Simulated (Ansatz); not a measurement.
System: RhB (charge 0, singlet). SMILES: [Rh][B]
Geometry: optimised at B3LYP-D3(BJ)/def2-TZVP (Ansatz, a program for electronic structure).

Wanted: vertical triplet-singlet gap, E(triplet) - E(singlet), in eV. Conventions: each state is the SCF solution reached for its charge and spin; LANL2DZ with its own core potentials from Na on; valence correlation only (noble-gas shells and the d and f shells of earlier blocks); UHF or UKS for open shells; def2 sets with scalar-relativistic core potentials past Kr; 6-31G* and kin with 6d, 5d where marked; spin-orbit terms left out; STO-3G and 3-21G all-electron and non-relativistic. Ab initio and DFT rows: single points at B3LYP-D3(BJ) geometries (Ansatz). The Hartree-Fock reference of [B][Rh] is unstable towards a lower, spin-broken solution. The spin state of an ion or metal species was assumed, not searched. Levels can end on unlike triplets.

```tsv
level	program	vertical triplet-singlet gap, E(triplet) - E(singlet) (eV)
HF/6-31G* with LANL2DZ past Ar	Ansatz	0.10
PBE/6-31G* with LANL2DZ past Ar	Ansatz	1.06
B3LYP/STO-3G	Ansatz	-1.12
B3LYP/3-21G	Ansatz	1.01
B3LYP/6-31G* with LANL2DZ past Ar	Ansatz	0.94
MP2/6-31G* with LANL2DZ past Ar	Ansatz	1.59
B3LYP/def2-TZVPD	Ansatz	0.80
wB97X-V/def2-TZVPD	Ansatz	1.00
```

No value to compare with is used here. The 6 habitual levels span -1.12 (B3LYP/STO-3G) to 1.59 eV (MP2/6-31G* with LANL2DZ past Ar); B3LYP/def2-TZVPD gives 0.80.

The levels are drawn from those run, B3LYP/6-31G* more often than the rest, none by its result; left out are runs that failed, that the program found above a lower state of the same kind, or whose <S^2> lies over 0.5 above the pure value. A level that turns the sign of the gap may have ended on another state.
